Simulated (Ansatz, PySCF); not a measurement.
aminoborane (BH₄N), SMILES BN.

The structure is a stationary point at B3LYP-D3(BJ)/def2-TZVP.

Vertical ionisation energy (IE) and electron affinity (EA) in eV. Rows of orbital energies are one-electron estimates. Where ΔSCF, EOM or ADC give a negative EA the extra electron is unbound and the value depends on the basis.

```json
[
 {"level": "−ε(HOMO), −ε(LUMO), r2SCAN/def2-TZVPD (PySCF)", "IE": "7.59", "EA": "0.38"},
 {"level": "−ε(HOMO), −ε(LUMO), HF/def2-TZVPD (PySCF)", "IE": "11.97", "EA": "-1.41"},
 {"level": "−ε(HOMO), −ε(LUMO), PBE/def2-TZVPD (PySCF)", "IE": "7.35", "EA": "0.82"},
 {"level": "ΔSCF, ωB97X-V/def2-TZVPD (Ansatz), final states of multiplicity 2 and 2", "IE": "11.36", "EA": "-1.27"},
 {"level": "ΔSCF, PBE/def2-TZVPD (Ansatz), final states of multiplicity 2 and 2", "IE": "11.24", "EA": "-0.88"}
]
```

Problem. What vertical singlet–triplet gap does ΔSCF give with ωB97X-V/def2-TZVPD (Ansatz, a first-principles code) and with PBE/def2-TZVPD (Ansatz)? (The exact figures need the calculation; the answer reports its results.)

Solution. 6.57 and 6.01 eV (triplet above singlet where positive).
